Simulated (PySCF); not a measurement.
**Field gradients at the hydrogen positions**

Species: C5H8OS2Si.
Atom-mapped SMILES: `[CH3:1][C:2]#[C:3][C@@H:4]1[CH2:5][S:6][Si@@H:7]([OH:8])[S:9]1` (hydrogens: H10, H11, H12 on C1; H13 on C4; H14, H15 on C5; H16 on Si7; H17 on O8)

Cartesian coordinates in Å at the GFN2-xTB level; atoms count from 1:
```
atom  x, y, z in Å
C1     3.248    0.311   -0.229
C2     1.944   -0.155    0.179
C3     0.878   -0.582    0.527
C4    -0.451   -0.999    0.900
C5    -1.220   -1.593   -0.271
S6    -1.531   -0.377   -1.602
Si7   -1.613    1.359   -0.338
O8    -2.964    2.231   -0.462
S9    -1.393    0.438    1.581
H10    4.010   -0.056    0.457
H11    3.266    1.400   -0.229
H12    3.471   -0.048   -1.234
H13   -0.409   -1.726    1.718
H14   -0.652   -2.406   -0.724
H15   -2.188   -1.971    0.064
H16   -0.567    2.303   -0.653
H17   -3.835    1.883   -0.278
```

Level: PBE0/pcSseg-1 (PySCF, non-relativistic); Q(2H) = 0.00286 b; rigid geometry, the same for H and D, with no vibrational averaging.

Question: Rank these positions by the coupling χzz of a deuteron there, largest first.
A. H17 (hydroxyl hydrogen)
B. H10 (methyl hydrogen)
C. H15 (methylene hydrogen)
D. H16 (Si–H hydrogen)
E. H13 (methine hydrogen)

Answer: A (337 kHz), B (208 kHz), C (202 kHz), E (198 kHz), D (117 kHz).

Q: What are Vzz, η and χzz (234.96 MHz × Q × Vzz) at all hydrogens?

A: 
| atom | bonded to | bond length (Å) | Vzz (au) | η | χzz (kHz) |
| --- | --- | --- | --- | --- | --- |
| H10 | C1 | 1.089 | 0.3088 | 0.02 | 208 |
| H11 | C1 | 1.090 | 0.3083 | 0.02 | 207 |
| H12 | C1 | 1.090 | 0.3084 | 0.02 | 207 |
| H13 | C4 | 1.095 | 0.2940 | 0.01 | 198 |
| H14 | C5 | 1.090 | 0.3029 | 0.04 | 204 |
| H15 | C5 | 1.091 | 0.3006 | 0.03 | 202 |
| H16 | Si7 | 1.444 | 0.1747 | 0.01 | 117 |
| H17 | O8 | 0.956 | 0.5014 | 0.05 | 337 |

Q: Average by the element that carries the hydrogen.

A: on C: 204 kHz over 6 positions, mean bond length 1.091 Å; on Si: 117 kHz over 1 position, mean bond length 1.444 Å; on O: 337 kHz over 1 position, mean bond length 0.956 Å.

The structure is a single GFN2-xTB conformer in the gas phase; no vibrational or solvent corrections. GFN2-xTB frequencies show an imaginary mode (28i cm⁻¹), so this geometry is no minimum at that level. GFN2-xTB bond lengths can be off by several hundredths of an ångström, more for odd bonds, and the gradients follow them. A larger basis could move these couplings by a tenth or more.

These values come from a run that also computed NMR shieldings. The run took 83 s on Arm Neoverse V1, one thread, no GPU, on a shared host, and the process peaked at 0.87 GiB of memory.
